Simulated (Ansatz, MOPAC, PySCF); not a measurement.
Dimer: HF (SMILES F) (first 2 atoms) with C2H4 (SMILES C=C); geometry from B3LYP-D3(BJ)/def2-TZVP, rigid monomers moved along the line of their centres of mass till H2···C4 is 2.02 Å.
(charge 0, multiplicity 1):
```xyz
8

F     -0.04402     0.39981    -0.26978
H     -0.01822     0.28339     0.65836
C      0.40066    -0.50221     2.46720
C     -0.33249     0.59457     2.62499
H     -0.05386    -1.47987     2.36160
H      1.48313    -0.46477     2.44698
H      0.12226     1.57107     2.73990
H     -1.41471     0.55595     2.65454
```

```csv
level,interaction energy (kcal/mol),"minus MP2/CBS(aug-cc-pVDZ, aug-cc-pVTZ) + ΔCCSD(T)/aug-cc-pVDZ",cost
AM1,3.81,7.42,-
HF/3-21G (no counterpoise),-1.89,1.72,-
HF/6-31G* (no counterpoise),-1.58,2.03,-
HF/aug-cc-pVTZ,-0.90,2.70,-
PBE-D3(BJ)/def2-TZVPPD,-5.31,-1.70,×1
B3LYP/3-21G (no counterpoise),-4.69,-1.08,-
B3LYP/6-31G*,-2.43,1.18,-
B3LYP/6-31G* (no counterpoise),-4.48,-0.87,-
B3LYP-D4/def2-TZVPPD,-4.22,-0.61,×1
PBE0-D4/def2-TZVPPD,-5.02,-1.42,×1
MP2/6-31G* (no counterpoise),-3.70,-0.09,-
MP2/aug-cc-pVTZ,-3.76,-0.15,×3
"MP2/CBS(aug-cc-pVDZ, aug-cc-pVTZ)",-4.10,-0.50,-
"MP2/CBS(aug-cc-pVDZ, aug-cc-pVTZ) + ΔCCSD(T)/aug-cc-pVDZ",-3.61,0.00,×8
```

 The comparison column counts from a level with limits of its own.

The rows run from -5.31 (PBE-D3(BJ)/def2-TZVPPD) to 3.81 kcal/mol (AM1).

Interaction energies are E(AB) − E(A) − E(B) at the monomers' geometry in the complex; basis-set methods are counterpoise corrected. Rows marked so take none.

Cores are frozen in the correlated methods. CBS(a, b) extrapolates the correlation energy as X⁻³ and adds the Hartree–Fock energy of set b. Rows in 3-21G, 6-31G* carry no dispersion term and start afresh at each structure (6-31G* with six Cartesian d functions). MP2/6-31G* freezes PySCF's default core. The state reached by AM1 isn't checked.

Codes used: Ansatz (a program for electronic structure); MOPAC for AM1 (differences of heats of formation); PySCF for 3-21G rows, 6-31G* rows, the dispersion terms. 

Costs are rough ratios of core time to PBE/def2-TZVPPD (about 3 s over the structures, on one shared machine); a dash marks a level with no comparable run of its own.
